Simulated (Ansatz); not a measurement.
C$_{2}$H$_{6}$BrFSi (`CC[SiH](F)Br`) at its PBE0-D4/def2-TZVP geometry, where that method's forces vanish. Charge 0, multiplicity 1.

```xyz
11

C    -0.2837   -0.9775    1.0687
C     0.4702   -0.4806   -0.1645
Si   -0.0933    1.1891   -0.7327
F    -1.6444    1.1294   -1.1035
Br    1.0124    1.8031   -2.5487
H     0.0801   -1.9586    1.3815
H    -1.3539   -1.0691    0.8717
H    -0.1613   -0.2981    1.9161
H     1.5459   -0.4150    0.0322
H     0.3563   -1.1767   -1.0020
H     0.0718    2.2541    0.2811
```

(1) What forces (eV/Å) does ωB97M-V/def2-TZVPP give on these atoms in Ansatz 0.2.0? (An estimate is asked.)

Results:

(1) Computed: 
```
C1  -0.094 -0.088  0.172
C2   0.111  0.081 -0.189
Si3  0.169  0.083  0.182
F4  -0.116 -0.011 -0.035
Br5 -0.016 -0.016  0.019
H6  -0.036  0.084 -0.020
H7   0.077  0.011  0.010
H8  -0.009 -0.043 -0.063
H9  -0.073 -0.008 -0.011
H10  0.007  0.047  0.057
H11 -0.019 -0.139 -0.123
```
